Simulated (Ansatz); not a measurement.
Isolated molecules relaxed with PBE0-D4/def2-TZVP in Ansatz; ΔE leaves out vibrations. CCSD(T)/CBS is the MP2 limit (def2-TZVPP, def2-QZVPP) plus CCSD(T) − MP2 in def2-TZVPP, frozen cores. Functionals use def2-TZVPP.

Consider the isomerisation: `FC1=CCB1` → `BC1(F)C=C1`.

```json
{"level": "ωB97X-V", "ΔE (kcal/mol)": "31.2"}
{"level": "B2PLYP", "ΔE (kcal/mol)": "30.9"}
{"level": "MP2/def2-SVP", "ΔE (kcal/mol)": "34.2"}
{"level": "CCSD(T)/def2-TZVPP", "ΔE (kcal/mol)": "32.3"}
```

(1) What does CCSD(T)/CBS give? (An estimate is asked.)

Largest T1 diagnostic among the species: 0.012.

## Answers

(1) Computed: +31.5 kcal/mol. The listed levels differ from it by -0.3, -0.6, 2.7, 0.8 kcal/mol.

In def2-TZVPP, CCSD(T) changes the Hartree–Fock value by +3.7 kcal/mol (the triples alone add +0.6 kcal/mol) and MP2 by +3.9 kcal/mol. At CCSD(T), def2-SVP lies +2.3 kcal/mol from the extrapolated value and def2-TZVPP +0.8 kcal/mol. Leaving LDA and LC-ωPBE aside and taking each functional with its dispersion term where it has one, the values, not all of them listed here, spread over 5.5 kcal/mol, from BLYP-D4 to PBE-QIDH. LDA lies +3.4 kcal/mol from PBE without D4.
